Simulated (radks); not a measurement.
Q: Successive ionisation energies (eV) of one element, from differences of total energies of ions in their ground configurations, starting at charge 66: 16451.1, 16793.4, 17136.9, 19074.9, 19462.5, 20026, 20322, 81971, 83179. Method: Dirac Kohn-Sham, BLYP, spin-unpolarised, spherical densities, finite nucleus; open shells fill j = l - 1/2 first; Fermi nuclear charge, rms radius 5.3698 fm; computed with a radial shooting solver on a logarithmic mesh with Libxc functionals. Which element is it?

A: Rhenium (Z = 75). The first species listed is Re66+ in [He] 2s2 2p5, the last Re74+ in 1s1.
